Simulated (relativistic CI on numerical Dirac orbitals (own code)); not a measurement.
Te XVII: sensitivity of the levels to the model

Base calculation: Dirac-Coulomb-Breit CI, orbitals from a KLI potential per configuration, a model potential for QED, unscaled Slater integrals.

CI space (outside the closed core [Ar] 3d10): 4s2 4p6, 4s2 4p5 4d, 4s 4p6 4d, 4s2 4p5 4f, 4s 4p6 4f, 4s2 4p5 5s, 4s2 4p5 5p, 4s 4p6 5s, 4p6 4d2, 4p5 4d3, 4p5 4d2 4f, 4p5 4d2 5s, 4p5 4d2 5p, 4p6 4f2, 4p5 4d 4f2, 4p5 4f3, 4p5 4f2 5s, 4p5 4f2 5p. Double excitations out of closed p, d and f shells are left out; levels of such configurations are missing from the list, as are those of other unlisted configurations, and high levels can miss mixing partners.

Variants: (1) Breit term removed; (2) QED terms removed. Shifts of the energy above 4s2 4p6 1S_0, in cm⁻¹, for the lowest level and the first level of each name with at least 55 % of one term (blank where a level changes its place among those of its configuration and J or its character, or is not in the variant):

| Level | Base | Δ(1) | Δ(2) |
| --- | --- | --- | --- |
| 4s2 4p6 1S_0 | 0 | 0 | 0 |
| 4s2 4p5 4d 3P°_0 | 584456 | +1023 | +202 |
| 4s2 4p5 4d 3P°_1 | 595586 | +1243 | +188 |
| 4s2 4p5 4d 3F°_3 | 615991 | +1230 | +198 |
| 4s2 4p5 4d 3P°_2 | 616873 | +1439 | +170 |
| 4s2 4p5 4d 3F°_4 | 619049 | +1786 | +153 |
| 4s2 4p5 4d 3D°_3 | 657629 | +1690 | +150 |
| 4s2 4p5 4d 3D°_1 | 690543 | +1874 | +111 |
| 4s2 4p5 4d 3F°_2 | 710593 | +2486 | +42 |
| 4s2 4p5 4d 1P°_1 | 865084 | +2147 | +85 |
| 4s 4p6 4d 3D_1 | 1131066 | +1203 | +1842 |
| 4s 4p6 4d 3D_2 | 1138398 | +1435 | +1840 |
| 4s 4p6 4d 3D_3 | 1151876 | +1872 | +1817 |
| 4s 4p6 4d 1D_2 | 1216433 | +1554 | +1979 |

At this charge energies of transitions that change n are usually good to better than 1 %, and those within a shell (Δn = 0) to a few per cent.

Ionisation energy from the two ground configurations alone: base 460.943 eV; Breit term removed 461.195 eV. The NIST ASD value (theoretical) is 461 eV.

LS names give the leading component of a level, which can be under half, so a name can repeat, a term be missing and a line seem to break the LS rules.
